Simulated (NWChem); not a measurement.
System meant: TiF3, doublet; SMILES [F][Ti]([F])[F]

Input file for NWChem:

```
start job
memory heap 200 mb stack 900 mb global 1100 mb
geometry units angstroms noautoz
  Ti     0.000000     0.000000     0.000000
  F     -1.760561     0.041803     0.000000
  F      0.916483     1.503789     0.000000
  F      0.844078    -1.545592     0.000000
end
basis spherical
  Ti library def2-svp
  F library def2-svp
end
dft
  odft
  mult 3
  xc pbe0
  iterations 150
  mulliken
end
task dft energy
```

End of the output:

```
 ==============================================================================
                                 internuclear angles
 ------------------------------------------------------------------------------
        center 1       |       center 2       |       center 3       |  degrees
 ------------------------------------------------------------------------------
    2 F                |   1 Ti               |   3 F                |   120.00
    2 F                |   1 Ti               |   4 F                |   120.00
    3 F                |   1 Ti               |   4 F                |   120.00
 ------------------------------------------------------------------------------
                            number of included internuclear angles:          3
 ==============================================================================

 Summary of "ao basis" -> "" (spherical)
 ------------------------------------------------------------------------------
       Tag                 Description            Shells   Functions and Types
 ---------------- ------------------------------  ------  ---------------------
 Ti                         def2-svp                11       31   5s3p2d1f
 F                          def2-svp                 6       14   3s2p1d

                                 NWChem DFT Module
                                 -----------------

 Summary of "ao basis" -> "ao basis" (spherical)
 ------------------------------------------------------------------------------
       Tag                 Description            Shells   Functions and Types
 ---------------- ------------------------------  ------  ---------------------
 Ti                         def2-svp                11       31   5s3p2d1f
 F                          def2-svp                 6       14   3s2p1d

      Symmetry analysis of basis
      --------------------------

        a1'        15
        a1"         1
        a2'         4
        a2"         7
        e'         32
        e"         14

  Rotation of axis
  number of electrons :                   49
  multiplicity        :                    3
 ------------------------------------------------------------------------
  no. of electrons and multiplicity not compatible                  49
 ------------------------------------------------------------------------
 ------------------------------------------------------------------------
  current input line :
    20: task dft energy
 ------------------------------------------------------------------------
 ------------------------------------------------------------------------
 There is an error in the input file
 ------------------------------------------------------------------------
 For more information see the NWChem manual at https://nwchemgit.github.io

0: no. of electrons and multiplicity not compatible:Received an Error in Communication
```

Question: What is wrong, and how is it mended?

Answer: The program refused the input. Cause: the multiplicity doesn't fit the number of electrons (an even count wants an odd multiplicity, and the reverse). This input runs:
```
start job
memory heap 200 mb stack 900 mb global 1100 mb
geometry units angstroms noautoz
  Ti     0.000000     0.000000     0.000000
  F     -1.760561     0.041803     0.000000
  F      0.916483     1.503789     0.000000
  F      0.844078    -1.545592     0.000000
end
basis spherical
  * library def2-svp
end
dft
  odft
  mult 2
  xc pbe0
  iterations 150
  mulliken
end
task dft energy
```
It converges to -1148.36399 Ha (PBE0/def2-SVP, spin-unrestricted).
